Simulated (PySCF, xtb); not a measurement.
Cl₂HMoNS, SMILES [NH]=[Mo]([Cl])([Cl])=[S], multiplicity 1.

Harmonic wavenumbers (cm⁻¹) from GFN2-xTB in xtb 6.7.1 at its own minimum, in rising order: 108, 125, 140, 162, 197, 332, 342, 515, 575, 656, 1002, 3435.

### Question
What does PBE-D3(BJ)/def2-SVP in PySCF give at its own minimum? (The exact figures need the calculation; the answer reports its results.)

### Answer
108, 142, 151, 211, 251, 386, 420, 515, 560, 581, 984, 3488. Paired by order, the mean absolute difference is 35 cm⁻¹ and the zero-point energies are 10.8 and 11.1 kcal/mol.
